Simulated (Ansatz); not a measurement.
`C#[C][Zr]([OH])([OH])[C]#C` + H–F → `C#[C][Zr]([OH])([OH])[F]` + `C#C`  (ligand exchange at a Zr–C bond)

Calculated with Ansatz (gas phase, PBE0-D4/def2-TZVP geometries, no zero-point term in ΔE). CCSD(T)/CBS adds triple-zeta CCSD(T) − MP2 to the extrapolated MP2 energy (def2 sets, frozen cores). This one scheme is used for every species. Functionals use def2-TZVPP. B3LYP here is the variant with VWN-RPA as its local correlation; programs differ in this. HSE06 is defined as in plane-wave codes. def2 core potentials past Kr. For Zr outer-core shells are correlated without core-valence functions, which leaves a few kJ/mol of doubt a bond. Each species was taken in one conformer, which may not be the lowest.

`C#[C][Zr]([OH])([OH])[C]#C`:

Cartesian coordinates in Å:
```
C 1.903 2.474 -0.202
C 1.186 1.532 0.072
Zr -0.121 -0.183 0.507
O 0.900 -1.498 1.424
O -1.605 0.437 1.522
C -0.878 -1.068 -1.359
C -1.279 -1.534 -2.407
H 2.532 3.301 -0.447
H 1.264 -2.127 2.041
H -2.273 0.606 2.180
H -1.629 -1.940 -3.330
```

H–F:

Cartesian coordinates in Å:
```
F -0.304 -0.020 -0.344
H 0.304 0.020 0.344
```

`C#[C][Zr]([OH])([OH])[F]`:

```xyz
9

C     2.038   -1.603   -0.864
C     1.209   -0.797   -0.491
Zr   -0.262    0.697    0.183
O    -1.720    0.678   -1.044
O    -0.800    0.233    1.951
F     0.549    2.425    0.190
H     2.767   -2.310   -1.192
H    -2.552    0.654   -1.507
H    -1.228    0.023    2.775
```

`C#C`:

```xyz
4

C     0.454    0.326   -0.215
C    -0.454   -0.326    0.215
H     1.261    0.905   -0.597
H    -1.261   -0.905    0.597
```

| level | ΔE (kcal/mol) |
| --- | --- |
| ωB97M-V | -37.5 |
| BLYP | -39.0 |
| B3LYP | -38.5 |
| r2SCAN0 | -36.9 |
| HSE06 | -36.2 |
| MP2/def2-SVP | -38.7 |
| MP2/CBS(def2) | -34.1 |
| CCSD/CBS(def2) | -35.8 |

Question: What does CCSD(T)/CBS give? (Estimate.)

Answer: Ansatz gave: -34.9 kcal/mol. The listed levels differ from it by -2.6, -4.1, -3.6, -2.0, -1.3, -3.8, 0.8, -0.9 kcal/mol.

Largest T1 diagnostic among the species: 0.017.

At CCSD(T), def2-SVP lies −4.2 kcal/mol from the extrapolated value and def2-TZVPP +1.0 kcal/mol. The D4 term adds +1.5 kcal/mol with B3LYP and +0.9 kcal/mol with PBE0; it sums over pairs of atoms, weighted by their polarisabilities, and B3LYP, whose exchange is more repulsive, gets the larger term. Leaving LDA and LC-ωPBE aside and taking each functional with its dispersion term where it has one, the values, not all of them listed here, spread over 4.2 kcal/mol, from CAM-B3LYP-D4 to PBE-QIDH.

CCSD(T)/CBS has its own doubt, a few kJ/mol and more with outer-core shells, so smaller differences from it don't rank the levels.
